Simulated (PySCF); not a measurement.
Cartesian coordinates (Å):
SMILES: [InH3]
```xyz
4

In    -0.0001     0.0000     0.0000
H     -1.4469    -0.9493     0.0256
H     -0.0986     1.7278     0.0059
H      1.5453    -0.7785    -0.0313
```
Charge 0, spin multiplicity 1.

Task: Predict the HOMO–LUMO gap, dipole moment and LUMO from PBE-D3(BJ)/def2-TZVP // B3LYP-D3(BJ)/def2-TZVP run with PySCF 2.14.0.

Result: 
The HOMO–LUMO gap comes out as 4.34 eV and the dipole moment is 0.00 D. The LUMO comes out as -2.65 eV.
